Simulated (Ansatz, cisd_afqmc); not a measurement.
Species: SnNH₂F, charge 0, singlet. SnNH2F (SMILES [NH2][Sn][F]).
B3LYP-D3(BJ)/def2-TZVP minimum from Ansatz (a quantum-chemistry and plane-wave program):
```xyz
5

Sn    -0.1368     0.0298     0.3519
F      0.8640     1.3010    -0.7689
N     -0.1081    -1.3822    -1.0933
H      0.3369    -1.2221    -1.9869
H     -0.5145    -2.3042    -1.0344
```

Atomisation energy term by term, kcal/mol (programs: Ansatz, cisd_afqmc). Radicals and triplets start from unrestricted determinants; spin-orbit coupling is neglected. Correlated methods leave the cores frozen (noble-gas shells, and filled d and f shells in the p block). Past Kr the def2 sets carry scalar-relativistic core potentials. AFQMC is phaseless with a CISD trial state; ± is one standard error, without the phaseless bias. Outlying blocks are dropped, and bars are widened where a walk drifts. Over all cases where full CI ran beside it in this data, AFQMC minus full CI had a median of +0.1 mEh and passed +0.4 mEh in a tenth of the cases. CBS(X,Y): correlation extrapolated as X^-3, Hartree-Fock from the larger set. A bracket is a step between two methods taken in the basis named. Where a partner has so few electrons that a lower coupled-cluster level is exact, that level stands in. Spin-orbit terms, left out, reach several kcal/mol for Br and I, and more for heavier atoms.

```
term                                     basis  kcal/mol
------------------  --------------------------  --------
Hartree-Fock                        def2-QZVPP    240.68
CCSD correlation    CBS(def2-TZVPP,def2-QZVPP)    134.04
(T)                 CBS(def2-TZVPP,def2-QZVPP)      9.99
CCSDT(Q) - CCSD(T)                  def2-TZVPP      0.36
sum: De                                            385.1
```

The step beyond CCSD(T) by other levels: AFQMC/CISD in def2-SVP 1.15 ± 0.61; CCSDT(Q) in def2-SVP 0.98 kcal/mol.
